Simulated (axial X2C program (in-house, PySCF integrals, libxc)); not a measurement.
# Which molecule has these constants?

Calculated with an in-house relativistic program for diatomic molecules, spin-free (one-electron X2C) or two-component (2c: spin–orbit coupling with atomic mean-field Coulomb and Gaunt terms, which also bring small scalar terms), in Dyall basis sets with cores contracted in-house; open shells are unrestricted.

A two-component PBE0 calculation in a Dyall 3-zeta basis gave Re = 1.792 Å, ωe = 812.2 cm⁻¹, dipole magnitude 1.91 D, Ω = 2.

Question: Which molecule is it?
A. PbC
B. SnC
C. GeC
D. SiC

Answer: C. The others have SnC 2.014 Å and 636.0 cm⁻¹ (Ω = 2); SiC 1.718 Å and 982.5 cm⁻¹ (Ω = 2); PbC 2.107 Å and 529.8 cm⁻¹ (Ω = 2).

Each entry is the lowest single determinant of a limited PBE0 search at one distance. De goes to single-determinant-based atoms at the same level (for ions the charge split of lowest energy) and is withheld (n/a) where an atom does not fit its ground term or J level. Main or longest-lived isotopes. One determinant is a doubtful description, or other states lie close, for GeC, SnC, SiC, PbC; these need not be ground states, and all values refer to the states named. Some open-shell Ω = 0 determinants are out of reach, so the Ω given for GeC, SnC, SiC, PbC need not be the lowest component. With several unpaired electrons the Ω given is that of one determinant, not necessarily of the lowest component. Some light 2c atoms are not at their ground J level, so De misses part of their lowering (0.04 eV or less). The functionals have no current term, which raises determinants with orbital currents.
